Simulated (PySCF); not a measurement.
## Ionisation energy of Ir⁷⁶⁺ by level of theory

Ir⁷⁶⁺ 1s1 (2S) → Ir⁷⁷⁺ (bare nucleus), as a difference of total energies. Calculation: PySCF 2.14, in an even-tempered Gaussian basis (16 s from 230 bohr⁻², ratio 2.2; 7 p from 350 bohr⁻², ratio 2.4; 4 d from 1100 bohr⁻², ratio 2.4; 3 f from 1600 bohr⁻², ratio 2.4; 3 g from 2400 bohr⁻², ratio 2.4); scalar relativity by spin-free X2C-1e. The calculations carry no spin-orbit coupling.

```json
{"method": "UHF", "ionisation energy (eV)": "88256.8", "difference from reference (eV)": "+143.2"}
{"method": "LDA", "ionisation energy (eV)": "88155.4", "difference from reference (eV)": "+41.8"}
{"method": "PBE", "ionisation energy (eV)": "88263.4", "difference from reference (eV)": "+149.8"}
{"method": "PBE0", "ionisation energy (eV)": "88261.8", "difference from reference (eV)": "+148.2"}
{"method": "r2SCAN", "ionisation energy (eV)": "88267.8", "difference from reference (eV)": "+154.2"}
{"method": "PW91", "ionisation energy (eV)": "88266.0", "difference from reference (eV)": "+152.4"}
{"method": "revPBE", "ionisation energy (eV)": "88275.8", "difference from reference (eV)": "+162.2"}
```

Reference: 88113.6 ± 1.4 eV (theoretical estimate listed by NIST; NIST Atomic Spectra Database, ionization energies).

For one electron Hartree-Fock is exact for this Hamiltonian up to the basis; QED and nuclear recoil make up the gap, and the density functionals add self-interaction.
